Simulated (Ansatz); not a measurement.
Task: Predict a relaxed structure of `FC(F)(F)c1ccc(-c2ccc(-c3ccc(C(F)(F)F)cc3)cc2)cc1`, charge 0, singlet, at r2SCAN-D4/def2-SVP (Ansatz).

Result: 
```
atom    x (Å)    y (Å)    z (Å)
  F1  -2.4276   0.2242  -7.4304
  C2  -2.4589   1.3271  -6.6583
  F3  -1.7726   2.2900  -7.2969
  F4  -3.7455   1.7245  -6.6064
  C5  -1.9098   1.0542  -5.2872
  C6  -1.0476   1.9622  -4.6633
  C7  -0.5784   1.7026  -3.3757
  C8  -0.9628   0.5380  -2.6843
  C9  -0.4650   0.2661  -1.3177
 C10   0.8461   0.6117  -0.9396
 C11   1.3159   0.3494   0.3452
 C12   0.4896  -0.2560   1.3107
 C13   0.9856  -0.5285   2.6779
 C14   0.1372  -0.3900   3.7952
 C15   0.6027  -0.6419   5.0832
 C16   1.9302  -1.0446   5.2817
 C17   2.4008  -1.3518   6.6746
 F18   3.7411  -1.4057   6.7563
 F19   1.9289  -2.5377   7.1067
 F20   1.9761  -0.4248   7.5542
 C21   2.7869  -1.1882   4.1851
 C22   2.3171  -0.9295   2.8976
 C23  -0.8238  -0.5949   0.9348
 C24  -1.2888  -0.3461  -0.3544
 C25  -1.8324  -0.3648  -3.3293
 C26  -2.2996  -0.1130  -4.6166
 H27  -0.7479   2.8744  -5.1861
 H28   0.0747   2.4306  -2.8848
 H29   1.5152   1.0708  -1.6735
 H30   2.3350   0.6419   0.6152
 H31  -0.8919  -0.0467   3.6526
 H32  -0.0603  -0.5118   5.9440
 H33   3.8212  -1.5064   4.3412
 H34   2.9862  -1.0696   2.0431
 H35  -1.4820  -1.0849   1.6585
 H36  -2.3192  -0.6069  -0.6139
 H37  -2.1177  -1.2932  -2.8254
 H38  -2.9590  -0.8309  -5.1139
```
Point group C2 (tolerance 0.1 Å). This is one stationary point.

Single mean-field runs in def2-SVP are fitted with def2-universal-jkfit.
